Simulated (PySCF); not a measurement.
Assignment exercise: C₅H₈F₂Si

Mapped SMILES: `[CH3:1][C:2]#[C:3][Si@@H:4]([F:5])[C@@H:6]([CH3:7])[F:8]`; H(Xn) means a hydrogen on atom n.

Level of theory: GIAO PBE0/pcSseg-1 shieldings, geometry: GFN2-xTB, in PySCF 2.14.0 with density-fitted response routines (one averaged value for each set of equivalent atoms, one conformer, non-relativistic Hamiltonian, gas phase).

Chemical shifts δ = σref − σ; ¹³C (σ = 186.93 ppm) and ¹H (σ = 31.72 ppm) vs TMS, all at this level.

(1) Assign these signals to the numbered atoms. ¹³C{¹H} NMR (computed): δ 115.6 (C), 87.0 (CH), 81.7 (C), 19.2 (CH3), 5.7 (CH3).

(2) Assign these signals to the numbered atoms. ¹H NMR (400 MHz, computed): δ 5.17 (m, 1H), 4.92 (m, 1H), 2.16 (s, 3H), 1.65 (m, 3H).

Results:

(1) 
115.6 → C2, alkyne carbon
87.0 → C6, sp3 CH bonded to F and Si: pulled downfield by the heteroatom
81.7 → C3, alkyne carbon: sp carbons lie upfield of alkene carbons because the cylindrical π system leaves one tensor component strongly shielded
19.2 → C7, methyl carbon: a saturated carbon with 1 carbon neighbour and no heteroatom attached
5.7 → C1, propargylic methyl carbon: aliphatic region, no heteroatom directly attached

(2) 
| δ (ppm) | atoms | environment | reason |
| --- | --- | --- | --- |
| 5.17 | H(Si4) | hydrogen on a silicon bonded to 2 C, F | – |
| 4.92 | H(C6) | hydrogen on an sp3 CH bonded to F and Si | its carbon carries F, which withdraws density |
| 2.16 | H(C1) | hydrogen on a propargylic methyl carbon | – |
| 1.65 | H(C7) | hydrogen on a methyl carbon | – |

Splittings by ¹⁹F in the carbon and heteronuclear signals aren't shown, as no couplings were computed. Shifts are as computed. Against solution values, carbons near 30 ppm lie about +3 ppm off and those near 130 ppm about +5 ppm. Of 1309 compounds with measured shifts, 239 miss one by over three times the rms of a fit or turn the order of signals round; such compounds aren't used in these exercises. Multiplicities follow the n + 1 count of equivalent neighbours, as no J values were calculated; m marks all less simple cases, F and P coupling included.
